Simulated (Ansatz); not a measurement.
Consider the cleavage of the B–Al bond: `C[B]([AlH2])[GeH3]` + H–F → `C[B](F)[GeH3]` + `[AlH3]`.

Isolated molecules relaxed with PBE0-D4/def2-TZVP in Ansatz; ΔE leaves out vibrations. CBS: MP2 limit from def2 TZ/QZ plus the TZ coupled-cluster correction, frozen cores. This one scheme is used for every species. Functionals use def2-TZVPP. B3LYP here is the variant with VWN-RPA as its local correlation; programs differ in this. For Ge outer-core shells are correlated without core-valence functions, which leaves a few kJ/mol of doubt a bond. Scalar relativity is left out up to krypton.

`C[B]([AlH2])[GeH3]`:

```xyz
12

C     1.609   -0.646   -0.147
B     0.247    0.109   -0.098
Al   -0.258    1.936   -1.043
Ge   -1.288   -0.825    0.948
H     2.498   -0.041   -0.334
H     1.802   -1.344    0.672
H     1.482   -1.280   -1.046
H    -0.247    3.314   -0.240
H    -0.762    1.960   -2.556
H    -1.156   -2.363    0.987
H    -2.708   -0.490    0.446
H    -1.217   -0.328    2.410
```

H–F:

```xyz
2

F     0.391    0.147   -0.192
H    -0.391   -0.147    0.192
```

`C[B](F)[GeH3]`:

Z-matrix (Å, degrees):
```
C
B 1 1.555
H 1 1.096 2 110.1
H 1 1.092 2 113.6 3 122.8
H 1 1.096 2 109.6 3 -115.0
F 2 1.329 1 119.3 3 -124.2
Ge 2 2.089 1 124.4 3 56.0
H 7 1.540 2 111.0 1 -120.5
H 7 1.540 2 111.0 1 120.5
H 7 1.540 2 112.1 1 -0.0
```

`[AlH3]`:

Cartesian coordinates in Å:
```
Al 0.000 0.000 0.000
H 0.393 0.304 1.506
H -0.519 -1.442 -0.409
H 0.126 1.138 -1.097
```

(1) Is it downhill or uphill in electronic energy at CCSD(T)/CBS, and by how much? (An estimate is asked.)

(2) What do these levels give: PBE0-D4, B3LYP-D4, ωB97X-V, ωB97M-V, B2PLYP, PBE0, HF/def2-TZVPP, CCSD/def2-TZVPP, CCSD(T)/def2-TZVPP, HF/def2-QZVPP, MP2/def2-QZVPP, SCS-MP2/def2-QZVPP? (Estimate.)

Largest T1 diagnostic among the species: 0.013.

## Answers

(1) Computed: Downhill: ΔE = -1.69 eV.

(2) Ansatz gave: PBE0-D4 -1.67, B3LYP-D4 -1.82, ωB97X-V -1.83, ωB97M-V -1.86, B2PLYP -1.87, PBE0 -1.71, HF/def2-TZVPP -2.05, CCSD/def2-TZVPP -1.78, CCSD(T)/def2-TZVPP -1.75, HF/def2-QZVPP -2.05, MP2/def2-QZVPP -1.74, SCS-MP2/def2-QZVPP -1.80 eV.

In def2-TZVPP, CCSD(T) changes the Hartree–Fock value by +0.30 eV (the triples alone add +0.03 eV) and MP2 by +0.28 eV. The D4 term adds +0.08 eV with B3LYP and +0.04 eV with PBE0; it sums over pairs of atoms, weighted by their polarisabilities, and B3LYP, whose exchange is more repulsive, gets the larger term.
